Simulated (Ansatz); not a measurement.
## Cost against result

Saddle point of BSiH₇O₂, closed shell (SiH₄O ([OH][SiH3]) + BH₃O ([BH2][OH]) → BSiH₅O ([BH2][O][SiH3]) + H₂O (still joined by a long B–O bond); bonds formed: B1–O6, O2–H5; bonds broken: H5–O6; bonds weakened to dative contacts: B1–O2), PBE0-D4/def2-TZVP structure:

B1  (-0.073, 0.920, -0.798)
O2  (1.470, 0.991, -0.796)
H3  (-0.484, 0.183, -1.656)
H4  (-0.588, 2.000, -0.683)
H5  (1.115, 0.425, 0.258)
O6  (0.001, 0.175, 0.593)
Si7  (-0.665, -1.328, 0.866)
H8  (1.785, 1.888, -0.659)
H9  (-0.241, -1.750, 2.223)
H10  (-0.182, -2.300, -0.145)
H11  (-2.139, -1.204, 0.797)
(Å)

Barriers are electronic and count from the start structure reached by relaxing down the imaginary mode.

Ansatz 0.2.0; basis: as named in each row; cores frozen in the correlated methods. B3LYP uses VWN-RPA correlation. Extrapolation: Hartree–Fock as exp(−7.88 √X), correlation as X^−2.97.

Times are rough, for one single point on 4 threads of a shared host (Intel Xeon Platinum 8488C).

The estimate by CCSD(T) at an estimated basis limit (MP2 extrapolated from triple and quadruple zeta, plus CCSD(T) − MP2 in triple zeta) is 14.96 kcal/mol.

```
      method       basis  time (s)  barrier (kcal/mol)  method less estimate
          HF      STO-3G   under 1               -5.61                -20.57
      PBE-D4      STO-3G   under 1              -30.39                -45.35
       SPW92    def2-SVP   under 1               -3.68                -18.63
      PBE-D4    def2-SVP   under 1                6.46                 -8.50
    B3LYP-D4       6-31G   under 1                7.85                 -7.11
     PBE0-D4    def2-SVP   under 1                8.67                 -6.28
       SPW92  def2-TZVPP   under 1                0.62                -14.34
      PBE-D4  def2-TZVPP         1               10.18                 -4.78
     BLYP-D4  def2-TZVPP         1               15.08                  0.12
     wB97M-V    def2-SVP         2               10.69                 -4.27
     PBE0-D4  def2-TZVPP         2               11.83                 -3.13
CAM-B3LYP-D4  def2-TZVPP         2               14.53                 -0.43
     CCSD(T)    def2-SVP         2               14.14                 -0.81
    BHLYP-D4  def2-TZVPP         2               18.16                  3.20
    B3LYP-D4  def2-TZVPP         2               15.77                  0.81
   r2SCAN-D4  def2-TZVPP         2               12.11                 -2.84
  r2SCAN0-D4  def2-TZVPP         3               13.08                 -1.88
      B2PLYP  def2-TZVPP         4               15.70                  0.74
  RPA on PBE  def2-TZVPP         4               14.60                 -0.35
      B97M-V  def2-TZVPP         4               16.57                  1.61
    PBE-QIDH  def2-TZVPP         4               12.66                 -2.30
     wB97X-V  def2-TZVPP         4               14.43                 -0.53
     wB97M-V  def2-TZVPP         5               14.43                 -0.53
         MP2  def2-QZVPP        14               13.08                 -1.88
     CCSD(T)  def2-TZVPP        55               14.52                 -0.43
```

All methods are single points on the PBE0-D4 structures; a negative value means that the method puts the saddle structure below the start.

T1 diagnostic: at most 0.013.

Labels in which every atom is bracketed show which atoms are joined, not bond orders.
